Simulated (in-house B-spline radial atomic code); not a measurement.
Values are calculated unless marked as measured or tabulated.
# Two electrons in InAs: a Gaussian well −V exp(−r²/w²) with V = 34.9 meV and w = 209 nm

For InAs the NSM archive of the Ioffe Institute lists m* = 0.023 m0 and ε = 15.15. In so narrow a gap the band flattens within tens of meV, so real spacings are smaller, by up to some tenths.

Effective-mass model with parabolic bands, a uniform dielectric constant, no image charges, no central-cell or spin-orbit terms. Two-electron levels come from full CI in B-splines with partial waves to l = 5 (up to 0.001 effective hartree above the limit).

(1) What are the effective units, and what is the potential in them?

In these units the lowest s and p orbitals lie at -11.559287 and -10.750037, and their Coulomb and exchange integrals are J_ss = 0.718980, J_sp = 0.595395 and K_sp = 0.1182. Full CI gives -22.466863 for the ground singlet, -21.849204 for the sp triplet, -21.662728 for the sp singlet and -21.081986 for the lowest triplet of two s orbitals.

(2) What does it cost to add the second electron, to first order and exactly?

(3) How far above the singlet do the triplets lie?

Answers

(1) Ha* = 27211.386 meV × 0.023/15.15² = 2.727 meV and a* = 0.0529177 nm × 15.15/0.023 = 34.86 nm. V = 12.8 Ha* and w = 5.99 a*.

(2) To first order E = 2ε_s + J_ss = -22.399594, so the charging energy E(2) − 2E(1) is J_ss = 1.961 meV. CI gives -22.466863 − 2 × (-11.559287) = 0.651711, or 1.777 meV: relaxation and correlation lower it by 0.1834 meV, 9.4 % of J_ss. The s² configuration of one-electron orbitals holds 96.8 % of the state, and the mean radius is 47 nm. The second electron is bound by ε_s − E = 29.74 meV, against 31.52 meV for the first.

(3) To first order the sp triplet lies at ε_s + ε_p + J_sp − K_sp = -21.832158, which is 1.547 meV above 2ε_s + J_ss. CI gives -21.849204 − (-22.466863) = 0.617659, or 1.684 meV, 76 % of the orbital spacing of 2.207 meV. The ss triplet lies 3.776 meV up, so the lower of the two is the sp one, and its gap equals k_BT at 19.5 K. The sp singlet-triplet splitting is 0.5085 meV, against 2K_sp = 0.6448 meV.
